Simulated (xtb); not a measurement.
xtb input (GFN2-xTB):

```bash
xtb mol.xyz --gfn 2 --sp --chrg 1 --uhf 0
```
mol.xyz:
```
9

Si     0.05119599    -0.18585216     0.03267692
F     -0.11622661    -0.20189144     1.58619327
O     -0.47240098     1.49734117    -0.31456332
O      1.52146634    -0.00852168    -0.53304365
O     -0.93627142    -1.14186664    -0.75220426
H      0.14033087     2.10916834    -0.75956593
H      2.05906368    -0.68600155    -0.95697339
H     -1.58523746    -1.74260091    -0.37028963
H     -1.18721293     1.96276436     0.15210253
```

End of the output:

```
         :::::::::::::::::::::::::::::::::::::::::::::::::::::
         ::                     SUMMARY                     ::
         :::::::::::::::::::::::::::::::::::::::::::::::::::::
         :: total energy             -20.432903296747 Eh    ::
         :: gradient norm              0.023675654684 Eh/a0 ::
         :: HOMO-LUMO gap              9.176773272527 eV    ::
         ::.................................................::
         :: SCC energy               -20.554155222529 Eh    ::
         :: -> isotropic ES            0.161277395209 Eh    ::
         :: -> anisotropic ES          0.003521198083 Eh    ::
         :: -> anisotropic XC         -0.004452527473 Eh    ::
         :: -> dispersion             -0.003785080890 Eh    ::
         :: repulsion energy           0.121251925783 Eh    ::
         :: add. restraining           0.000000000000 Eh    ::
         :: total charge               1.000000000000 e     ::
         :::::::::::::::::::::::::::::::::::::::::::::::::::::

           -------------------------------------------------
          |                Property Printout                |
           -------------------------------------------------

    * Orbital Energies and Occupations

         #    Occupation            Energy/Eh            Energy/eV
      -------------------------------------------------------------
         1        2.0000           -1.0855758             -29.5400
       ...           ...                  ...                  ...
         4        2.0000           -0.8830737             -24.0297
         5        2.0000           -0.8502715             -23.1371
         6        2.0000           -0.8457200             -23.0132
         7        2.0000           -0.7913818             -21.5346
         8        2.0000           -0.7836635             -21.3246
         9        2.0000           -0.7527661             -20.4838
        10        2.0000           -0.7439154             -20.2430
        11        2.0000           -0.7178651             -19.5341
        12        2.0000           -0.7109035             -19.3447
        13        2.0000           -0.7019581             -19.1013
        14        2.0000           -0.6880230             -18.7221
        15        2.0000           -0.6824151             -18.5695
        16        2.0000           -0.6797520             -18.4970 (HOMO)
        17                         -0.3425118              -9.3202 (LUMO)
        18                         -0.2836641              -7.7189
        19                         -0.2755666              -7.4985
        20                         -0.2447989              -6.6613
        21                         -0.1187912              -3.2325
        22                         -0.1046109              -2.8466
        23                         -0.0752173              -2.0468
        24                          0.0037756               0.1027
        25                          0.0113701               0.3094
        26                          0.1778250               4.8389
        27                          0.5344735              14.5438
       ...                                ...                  ...
        29                          0.8299616              22.5844
      -------------------------------------------------------------
                  HL-Gap            0.3372402 Eh            9.1768 eV
             Fermi-level           -0.5111319 Eh          -13.9086 eV

     #   Z          covCN         q      C6AA      α(0)
     1  14 Si       3.007     0.707   159.012    27.486
     2   9 F        0.705    -0.186    11.106     3.935
     3   8 O        2.363    -0.348    19.820     6.013
     4   8 O        1.576    -0.365    20.228     6.069
     5   8 O        1.576    -0.365    20.228     6.069
     6   1 H        0.804     0.398     0.489     1.098
     7   1 H        0.807     0.383     0.517     1.129
     8   1 H        0.807     0.385     0.512     1.124
     9   1 H        0.804     0.391     0.501     1.112

 Mol. C6AA /au·bohr⁶  :        988.484202
 Mol. C8AA /au·bohr⁸  :      34583.212928
 Mol. α(0) /au        :         54.033953

Wiberg/Mayer (AO) data.
largest (>0.10) Wiberg bond orders for each atom

 ---------------------------------------------------------------------------
     #   Z sym  total        # sym  WBO       # sym  WBO       # sym  WBO
 ---------------------------------------------------------------------------
     1  14 Si   4.512 --     5 O    1.356     4 O    1.349     2 F    1.143
                             3 O    0.629
     2   9 F    1.295 --     1 Si   1.143
     3   8 O    2.400 --     9 H    0.833     6 H    0.831     1 Si   0.629
     4   8 O    2.335 --     1 Si   1.349     7 H    0.832
     5   8 O    2.337 --     1 Si   1.356     8 H    0.828
     6   1 H    0.842 --     3 O    0.831
     7   1 H    0.853 --     4 O    0.832
     8   1 H    0.852 --     5 O    0.828
     9   1 H    0.847 --     3 O    0.833
 ---------------------------------------------------------------------------

Topologies differ in total number of bonds
Writing topology from bond orders to xtbtopo.mol

molecular dipole:
                 x           y           z       tot (Debye)
 q only:       -0.419       0.902      -0.842
   full:       -0.552       1.122      -0.786       3.755
molecular quadrupole (traceless):
                xx          xy          yy          xz          yz          zz
 q only:        1.070      -2.256       8.992      -3.315      -0.623     -10.062
  q+dip:        1.524      -2.638      10.267      -4.229      -0.686     -11.791
   full:        1.043      -3.589      11.659      -4.277      -1.211     -12.702

           -------------------------------------------------
          | TOTAL ENERGY              -20.432903296747 Eh   |
          | GRADIENT NORM               0.023675654684 Eh/α |
          | HOMO-LUMO GAP               9.176773272527 eV   |
           -------------------------------------------------

------------------------------------------------------------------------
------------------------------------------------------------------------
 total:
Note: The following floating-point exceptions are signalling: IEEE_UNDERFLOW_FLAG IEEE_DENORMAL
normal termination of xtb
 SCF:
```

It need not be the lowest isomer of its formula.
